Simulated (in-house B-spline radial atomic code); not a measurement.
Inner levels of promethium as electrons are removed. A shift is the extra binding of the orbital against the neutral atom ([Xe] 4f5 6s2). Computed with an all-electron radial atomic-structure program (B-spline basis): non-relativistic Hartree-Fock, average of the configuration, point nuclei.

This level leaves out relativity, spin-orbit splitting included, which matters for heavy ions.

```tsv
ion	configuration	shift of 3p (eV)	shift of 2s (eV)	shift of 4p (eV)	radius of 3p (bohr)	radius of 2s (bohr)	radius of 4p (bohr)	Σ<r²> (bohr²)	change of density at nucleus (bohr⁻³)
Pm12+	[Kr] 4d10 4f1 5s2	231.53	230.06	218.46	0.26481	0.10612	0.62682	13.985	109.71
Pm13+	[Kr] 4d10 5s2	?	?	?	?	?	?	?	?
Pm14+	[Kr] 4d10 5s1	291.49	289.53	272.51	0.26469	0.10613	0.6208	11.262	36.995
Pm15+	[Kr] 4d10	315.99	314.53	295.5	0.26464	0.10613	0.61945	9.5625	-66.254
Pm16+	[Kr] 4d9	356.46	357.31	328.65	0.26441	0.10612	0.61447	8.9205	-46.47
Pm17+	[Kr] 4d8	397.92	401.3	362.41	0.26416	0.10611	0.60955	8.3094	-25.715
Pm18+	[Kr] 4d7	440.36	446.47	396.78	0.26389	0.1061	0.60468	7.7268	-3.995
Pm19+	[Kr] 4d6	?	?	?	?	?	?	?	?
Pm20+	[Kr] 4d5	528.11	540.33	467.3	0.26331	0.10608	0.59512	6.6391	42.34
Pm21+	[Kr] 4d4	573.4	589.01	503.43	0.26298	0.10607	0.59043	6.1305	66.951
Pm22+	[Kr] 4d3	619.61	638.84	540.15	0.26265	0.10606	0.58581	5.6435	92.521
Pm23+	[Kr] 4d2	666.75	689.82	577.44	0.26229	0.10604	0.58124	5.1766	119.05
Pm24+	[Kr] 4d1	714.8	741.93	615.3	0.26192	0.10603	0.57673	4.7288	146.54
Pm25+	[Ar] 3d10 4s2 4p6	?	?	?	?	?	?	?	?
Pm26+	[Ar] 3d10 4s2 4p5	812.7	848.89	693.52	0.26156	0.10599	0.5675	3.8888	207.4
```

Question: Fill in the row of Pm13+.

Answer: shift of 3p (eV): 267.58; shift of 2s (eV): 265.15; shift of 4p (eV): 249.99; radius of 3p (bohr): 0.26473; radius of 2s (bohr): 0.10613; radius of 4p (bohr): 0.62209; Σ<r²> (bohr²): 13.048; change of density at nucleus (bohr⁻³): 132.99.

Question: Fill in the row of Pm19+.

Answer: shift of 3p (eV): 483.76; shift of 2s (eV): 492.82; shift of 4p (eV): 431.74; radius of 3p (bohr): 0.26361; radius of 2s (bohr): 0.10609; radius of 4p (bohr): 0.59987; Σ<r²> (bohr²): 7.1706; change of density at nucleus (bohr⁻³): 18.69.

Question: Fill in the row of Pm25+.

Answer: shift of 3p (eV): 763.74; shift of 2s (eV): 795.19; shift of 4p (eV): 653.73; radius of 3p (bohr): 0.26153; radius of 2s (bohr): 0.10601; radius of 4p (bohr): 0.57229; Σ<r²> (bohr²): 4.2989; change of density at nucleus (bohr⁻³): 174.99.
